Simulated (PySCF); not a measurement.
Dipole response of Ni²⁺ (nickel, charge +2)

[Ar] 3d7 4s1, high-spin 5F determinant (an excited configuration). Computed with PySCF 2.14 in aug-cc-pVTZ (8s7p5d3f2g, 93 functions), with the non-relativistic Hamiltonian (point nucleus). Coupled (time-dependent) response in atomic units; α is the mean over directions.

```csv
method,mean α (bohr³),C₆ (like pair),S(−4)
revPBE,13.14,45.81,151.7
MN15,15.04,53.83,209.7
```

S(−4) is the Cauchy moment in α(ω) = α(0) + S(−4) ω² + …

α(iu) at revPBE:

```json
{"u (hartree)": "0", "α(iu) (bohr³)": "13.14"}
{"u (hartree)": "0.0500", "α(iu) (bohr³)": "12.78"}
{"u (hartree)": "0.100", "α(iu) (bohr³)": "11.81"}
{"u (hartree)": "0.200", "α(iu) (bohr³)": "9.195"}
{"u (hartree)": "0.300", "α(iu) (bohr³)": "6.940"}
{"u (hartree)": "0.500", "α(iu) (bohr³)": "4.306"}
{"u (hartree)": "0.750", "α(iu) (bohr³)": "2.841"}
{"u (hartree)": "1.00", "α(iu) (bohr³)": "2.121"}
{"u (hartree)": "1.50", "α(iu) (bohr³)": "1.409"}
{"u (hartree)": "2.00", "α(iu) (bohr³)": "1.044"}
{"u (hartree)": "3.00", "α(iu) (bohr³)": "0.6602"}
{"u (hartree)": "5.00", "α(iu) (bohr³)": "0.3420"}
```

A single London oscillator, α(iu) = α/(1 + u²/ω²), gives C₆ = (3/4) ω α². Matching the computed C₆ needs ω = 4 × 45.81 / (3 × 13.14²) = 0.354 hartree.

For an ion, C₆ is the dispersion term alone; charge-induced terms of lower order in 1/R come first.
